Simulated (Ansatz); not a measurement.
Job for Ansatz (an electronic-structure program): R-SVWN5/def2-TZVPPD on H5OP (a complex). Files ending in .json are basis or fitting sets from the Basis Set Exchange.

Ansatz 0.2 input:
```yaml
crystal:
  periodic: [false, false, false]
  atoms:
    - {symbol: O, position_ang: [0.26315868, -0.07788423, -0.54251780]}
    - {symbol: H, position_ang: [0.12421123, 0.00005789, 0.41181916]}
    - {symbol: H, position_ang: [1.14486876, 0.27479035, -0.69841306]}
    - {symbol: P, position_ang: [-0.46235262, 0.14106042, 2.92313964]}
    - {symbol: H, position_ang: [0.17336474, -0.57601463, 3.96558012]}
    - {symbol: H, position_ang: [-0.58983258, 1.33636335, 3.67149676]}
    - {symbol: H, position_ang: [-1.75985579, -0.32805450, 3.23948964]}
basis:
  gaussian:
    orbitals: def2-TZVPPD.json
hamiltonian:
  xc: {name: SVWN5}
scf: {lower_state_search: off}
```

Program output:

```
WARN ansatz: RAYON_NUM_THREADS=2 ignored (pool sized by the plan → 2); use --threads N
Functional definition: SVWN5
these checks for a lower state are left out or cut short: stability, starts, cluster_reference, orbital_swaps, neighbouring_geometries, increment
integrals: 0.06 GiB planned
795 factors; their error is unknown
mean field: 0.51 GiB planned
mean field evaluation 1: about -11361.4140 eV, gradient 6.3e1 eV
mean field evaluation 2: about -11321.3456 eV, gradient 1.5e2 eV
mean field evaluation 4: about -11367.9723 eV, gradient 8.7e0 eV
mean field evaluation 8: about -11368.1392 eV, gradient 1.2e-1 eV
mean field evaluation 16: about -11368.1157 eV, gradient 1.4e-4 eV
mean field -11368.11566986 eV, -417.7705452817 hartree, gradient 6.1e-6 eV, S^2 0.000000; 0 other end points of the search recorded, 0 dependent functions left out
reference -11368.11571709 eV, -417.7705470174 hartree; 14, 14 occupied and 159, 159 virtual orbitals, 795 factors
Total energy: -11368.11571709 eV, -417.7705470174 hartree
Checks for a lower state left out: stability, starts, cluster_reference, orbital_swaps, neighbouring_geometries, increment
```

The run converged.

Cost: around 0.9 core-seconds (rough).
